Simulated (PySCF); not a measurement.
**Electric field gradients and quadrupole coupling constants**

Species: SiHMe2(NiPr2), C8H21NSi.
Geometry (PBE0-D3(BJ)/def2-SVP, Å), atoms numbered from 1 in this order:
```xyz
31
C8H21NSi angstrom
Si     0.7566    1.3599    0.5513
H      0.7076    1.4181    2.0460
C      2.5560    1.3157   -0.0010
H      3.0747    0.4566    0.4517
H      3.0907    2.2339    0.2899
H      2.6323    1.2173   -1.0958
C     -0.0617    2.9036   -0.1475
H     -1.1076    2.9747    0.1884
H     -0.0596    2.8961   -1.2489
H      0.4681    3.8127    0.1795
N     -0.0960   -0.0801    0.0573
C     -0.2070   -0.3441   -1.3718
C      0.5480   -1.6007   -1.8048
C     -1.6565   -0.3581   -1.8551
C     -0.6525   -1.0667    0.9762
C      0.4210   -1.7297    1.8374
C     -1.7817   -0.4902    1.8281
H      0.2835    0.5055   -1.8826
H      0.1162   -2.5063   -1.3499
H      0.5082   -1.7305   -2.8974
H      1.6035   -1.5402   -1.5003
H     -2.2216   -1.1889   -1.4032
H     -2.1608    0.5810   -1.5831
H     -1.7103   -0.4797   -2.9482
H     -1.0990   -1.8621    0.3554
H      0.9038   -0.9922    2.4982
H      1.2009   -2.1801    1.2059
H     -0.0067   -2.5191    2.4758
H     -2.2395   -1.2653    2.4629
H     -1.4072    0.3058    2.4907
H     -2.5648   -0.0574    1.1883
```

Field gradients from the PBE0/pcSseg-1 density (PySCF, non-relativistic), principal values in atomic units, ordered |Vxx| ≤ |Vyy| ≤ |Vzz|:

| atom | Vxx | Vyy | Vzz |
| --- | --- | --- | --- |
| N11 | 0.3962 | 0.8035 | -1.1997 |

Find the asymmetry η = (Vxx − Vyy)/Vzz and the couplings χ = eQV/h (234.96 MHz × Q in barn × V in au), with Q(14N) = 0.02044 b.

```json
{"atom": "N11", "environment": "nitrogen bonded to 2 C and Si", "nucleus": "14N", "η": "0.34", "χzz (MHz)": "-5.76", "χxx (MHz)": "1.90", "χyy (MHz)": "3.86"}
```

What is Vzz at N11 in SI units (1 au = 9.71736 × 10²¹ V/m²)?

-1.1997 au = -11.658 × 10²¹ V/m².

And the gradient at the other heavy atoms, for which no coupling is worked out here?

```json
{"atom": "Si1", "environment": "silicon bonded to 2 C, N and H", "Vzz (au)": "0.237", "η": "0.36"}
{"atom": "C3", "environment": "carbon bonded to Si and 3 H", "Vzz (au)": "-0.107", "η": "0.13"}
{"atom": "C7", "environment": "carbon bonded to Si and 3 H", "Vzz (au)": "-0.104", "η": "0.14"}
{"atom": "C12", "environment": "carbon bonded to 2 C, N and H", "Vzz (au)": "0.195", "η": "0.18"}
{"atom": "C13", "environment": "carbon bonded to C and 3 H", "Vzz (au)": "0.026", "η": "0.60"}
{"atom": "C14", "environment": "carbon bonded to C and 3 H", "Vzz (au)": "0.026", "η": "0.66"}
{"atom": "C15", "environment": "carbon bonded to 2 C, N and H", "Vzz (au)": "0.212", "η": "0.28"}
{"atom": "C16", "environment": "carbon bonded to C and 3 H", "Vzz (au)": "0.029", "η": "0.40"}
{"atom": "C17", "environment": "carbon bonded to C and 3 H", "Vzz (au)": "0.031", "η": "0.40"}
```

Were the hydrogens deuterons (Q(2H) = 0.00286 b), χzz would run from 94 kHz (H2) to 201 kHz (H8, H4, H9, H5 and 2 more).

Isolated species at its PBE0-D3(BJ)/def2-SVP geometry (one conformer only). These gradients aren't converged with respect to the basis.
